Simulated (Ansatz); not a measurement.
Input for Ansatz (a quantum-chemistry and plane-wave program): R-CCSD(T)/cc-pVDZ on C3H6O (SMILES C=CCO).

Ansatz 0.2 input:
```yaml
crystal:
  periodic: [false, false, false]
  atoms:
    - {symbol: C, position_ang: [1.23016017, -0.68430160, 0.38516065]}
    - {symbol: C, position_ang: [0.57124051, 0.03985698, -0.50908513]}
    - {symbol: C, position_ang: [-0.78732008, 0.64235171, -0.30793991]}
    - {symbol: O, position_ang: [-1.42044487, 0.28898709, 0.90808078]}
    - {symbol: H, position_ang: [0.82261453, -0.87551743, 1.36992092]}
    - {symbol: H, position_ang: [2.20671521, -1.09535541, 0.16711723]}
    - {symbol: H, position_ang: [1.01420398, 0.23143610, -1.48298945]}
    - {symbol: H, position_ang: [-1.42148305, 0.38985203, -1.16992102]}
    - {symbol: H, position_ang: [-0.70644379, 1.73327481, -0.29533752]}
    - {symbol: H, position_ang: [-1.50924263, -0.67058428, 0.93499345]}
basis:
  gaussian:
    orbitals: cc-pVDZ
magnetization: {spin_polarized: false}
correlation: {method: ccsd_t, electrons: outside_noble_gas}
scf: {lower_state_search: off}
```

Output:

```
WARN ansatz: RAYON_NUM_THREADS=2 ignored (pool sized by the plan → 2); use --threads N
Functional definition: HF
these checks for a lower state are left out or cut short: stability, starts, cluster_reference, orbital_swaps, neighbouring_geometries, increment
integrals: 0.08 GiB planned
781 factors; integrals over basis functions are off by at most 1.3e-3 eV
mean field: 0.16 GiB planned
mean field evaluation 1: about -5220.2622 eV, gradient 3.2e1 eV
mean field evaluation 2: about -5220.2648 eV, gradient 3.2e1 eV
mean field evaluation 4: about -5222.8821 eV, gradient 3.7e0 eV
mean field evaluation 8: about -5222.9215 eV, gradient 1.7e-4 eV
mean field -5222.92153804 eV, -191.9388262996 hartree, gradient 9.5e-7 eV, S^2 0.000000; 0 other end points of the search recorded, 0 dependent functions left out
4 core orbitals not correlated
reference -5222.92153804 eV, -191.9388262996 hartree; 12, 12 occupied and 70, 70 virtual orbitals, 781 factors
second order -16.23629376 eV of doubles, -0.00000000 eV of singles
coupled cluster: 0.27 GiB planned
cycle   1  -16.87896689 eV  change   -6.4e-1 eV  update   8.4e-2
cycle   2  -17.31526921 eV  change   -4.4e-1 eV  update   2.7e-2
cycle   3  -17.40618432 eV  change   -9.1e-2 eV  update   1.2e-2
cycle   4  -17.40475591 eV  change    1.4e-3 eV  update   3.2e-3
cycle   5  -17.40555694 eV  change   -8.0e-4 eV  update   1.1e-3
cycle   6  -17.40577920 eV  change   -2.2e-4 eV  update   3.1e-4
cycle   7  -17.40565855 eV  change    1.2e-4 eV  update   1.0e-4
cycle   8  -17.40564028 eV  change    1.8e-5 eV  update   3.0e-5
cycle   9  -17.40564232 eV  change   -2.0e-6 eV  update   1.2e-5
perturbative correction -0.51835581 eV, -0.0190492247 hartree
Total energy: -5240.84553617 eV, -192.5975210817 hartree
Checks for a lower state left out: stability, starts, cluster_reference, orbital_swaps, neighbouring_geometries, increment
```

The calculation finished and met its thresholds.

Cost: very roughly 11 core-seconds.
